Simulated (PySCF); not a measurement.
**What builds the second ionisation energy along group 10**

All values are computed (PySCF 2.14, energy differences of UHF-based or UKS calculations, no spin-orbit coupling). Each column adds one step, in eV (sums use unrounded values): valence MP2, valence CCSD, valence triples, then the next inner shell at CCSD(T) (Ni 3s 3p, Pd 4s 4p, Pt 5s 5p). References (NIST) marked * lie between the lowest fine-structure levels; the others compare directly ((s) semi-empirical, (t) theoretical).

```
                                                                                        element     UHF  + MP2  + CCSD  + (T)  + inner shell     sum           reference
                                         Ni [Ar] 3d9 → [Ar] 3d8 (def2-TZVPPD, non-relativistic)  15.184  3.163  -0.739  0.170          0.245  18.023            18.169 *
          Pd [Kr] 4d9 → [Kr] 4d8 (def2-TZVPPD with the def2 core potential (28 electrons), ECP)  17.425  1.915  -0.288  0.097         -0.013  19.136  19.43 ± 0.12 (s) *
Pt [Xe] 4f14 5d9 → [Xe] 4f14 5d8 (def2-TZVPPD with the def2 core potential (60 electrons), ECP)  16.918  1.772  -0.222  0.115          0.026  18.609      18.56 ± 0.12 *
```

What remains against the references is mostly basis incompleteness and, for starred values, spin-orbit coupling.

These are valence bases, so the inner-shell step is incomplete.
